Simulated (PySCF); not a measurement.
Compound: C₃H₉BO.
Geometry (PBE0-D3(BJ)/def2-SVP, Å), atoms numbered from 1 in this order:
```
atom  x, y, z in Å
C1    -2.142    1.315   -0.024
B2    -1.114    0.317    0.607
O3    -0.155   -0.231   -0.163
C4     0.827   -1.113    0.338
C5     2.195   -0.472    0.294
H6    -3.175    1.043    0.245
H7    -2.057    1.388   -1.118
H8    -1.979    2.320    0.405
H9    -1.145    0.024    1.792
H10    0.569   -1.416    1.368
H11    0.808   -2.018   -0.292
H12    2.963   -1.179    0.644
H13    2.449   -0.166   -0.732
H14    2.231    0.420    0.937
```

The computed photoelectron lines, unassigned: B 1s: 196.18 eV; C 1s: 289.95 (area 1), 290.88 (area 1), 292.31 (area 1) eV; O 1s: 538.51 eV.

Computed, not measured: delta-SCF UKS SCAN, pcX-2 on the ionised atom, pcseg-1 elsewhere, spin-free X2C in PySCF. The structure is a single PBE0-D3(BJ)/def2-SVP conformer in the gas phase; no vibrational or solvent corrections.

**Question.** Order the carbon atoms by C 1s binding energy.

**Answer.** 289.95 eV: C1 (sp3 carbon bound to boron); 290.88 eV: C5 (methyl carbon); 292.31 eV: C4 (sp3 carbon bound to oxygen). The listed C 1s values span 2.36 eV, from C1 (bonded to 3 H and B) to C4 (bonded to O, C and 2 H).

Bonded neighbours of each site: C1: 3 H and B; B2: O, C and H; O3: C and B; C4: O, C and 2 H; C5: C and 3 H.

**Question.** Give the binding energy of O 1s of O3 in hartree and in kJ/mol.

**Answer.** 538.51 eV = 19.7899 Eh = 51958 kJ/mol.

The run took 31 s of wall time on one thread of an Arm Neoverse V2, shared host with 96 logical CPUs at a one-minute load of 55, and the process peaked at 0.53 GiB of memory.
